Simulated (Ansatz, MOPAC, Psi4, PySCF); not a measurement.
Molecule: SiH2S2Cl (charge 0, doublet). SMILES: S[Si](S)Cl
Geometry from a B3LYP-D3(BJ)/def2-TZVP (Ansatz, an electronic-structure program) optimisation:
```
Si
Cl 1 2.0877
S 1 2.1459 2 110.22
H 3 1.3445 1 93.53 2 36.04
S 1 2.1460 2 113.55 4 -132.70
H 5 1.3449 1 94.09 2 -74.67
```
Charge 0, spin multiplicity 2.

Wanted: enthalpy of formation at 298 K, in kcal/mol. Set-up: no spin-orbit coupling; UHF or UKS for open shells; dispersion terms only where a functional's name holds one; valence correlation only; 6-31G* and kin with 6d, 5d where marked; non-relativistic; 6-311+G** with 5d, 6d on Na to Ar in Ansatz. CBS(X,Y): correlation extrapolated as X^-3; Hartree-Fock from the larger set. Ab initio and DFT rows: single points at B3LYP-D3(BJ) geometries (Ansatz), with unscaled harmonic terms from B3LYP/6-31G* (Ansatz) at its own minima, enthalpies of formation by atomisation with measured atoms. Semi-empirical rows: MOPAC heats of formation at their own minima for 298 K.

Coupled cluster (Ansatz) is a level with limits of its own, used here on species with T1 under 0.025 (0.045 for open shells) and stable references: CCSD(T)/CBS(cc-pV(T+d)Z,cc-pV(Q+d)Z).

Value to compare with, CCSD(T)/CBS(cc-pV(T+d)Z,cc-pV(Q+d)Z) (Ansatz): -34.1 kcal/mol.

```json
[
 {"level": "MNDO", "program": "MOPAC", "enthalpy of formation at 298 K (kcal/mol)": "-15.2", "difference": "18.9"},
 {"level": "HF/3-21G", "program": "Ansatz", "enthalpy of formation at 298 K (kcal/mol)": "191.0", "difference": "225.1"},
 {"level": "PBE/def2-SVP", "program": "Ansatz", "enthalpy of formation at 298 K (kcal/mol)": "-32.4", "difference": "1.7"},
 {"level": "BP86/def2-SVP", "program": "PySCF", "enthalpy of formation at 298 K (kcal/mol)": "-32.7", "difference": "1.4"},
 {"level": "BP86/6-31G* (5d)", "program": "PySCF", "enthalpy of formation at 298 K (kcal/mol)": "-24.9", "difference": "9.2"},
 {"level": "B3LYP/STO-3G", "program": "Ansatz", "enthalpy of formation at 298 K (kcal/mol)": "-111.1", "difference": "-77.0"},
 {"level": "B3LYP/6-31G*", "program": "Ansatz", "enthalpy of formation at 298 K (kcal/mol)": "-3.9", "difference": "30.2"},
 {"level": "B3LYP/6-31+G*", "program": "Ansatz", "enthalpy of formation at 298 K (kcal/mol)": "-2.0", "difference": "32.1"},
 {"level": "wB97X-D/6-311+G**", "program": "Psi4", "enthalpy of formation at 298 K (kcal/mol)": "-16.7", "difference": "17.4"},
 {"level": "r2SCAN-D4/def2-TZVPD", "program": "Ansatz + dftd4", "enthalpy of formation at 298 K (kcal/mol)": "-40.8", "difference": "-6.7"}
]
```

Among the 9 habitual levels, HF/3-21G lies farthest from CCSD(T)/CBS(cc-pV(T+d)Z,cc-pV(Q+d)Z) (Ansatz) (225.1 kcal/mol); 8 of 9 lie above it, and their mean absolute difference is 45.9 kcal/mol, the median 18.9. One case shows no general order.

The levels are drawn from those run, B3LYP/6-31G* more often than the rest, none by its result; left out are runs that failed, that the program found above a lower state of the same kind, or whose <S^2> lies over 0.5 above the pure value.
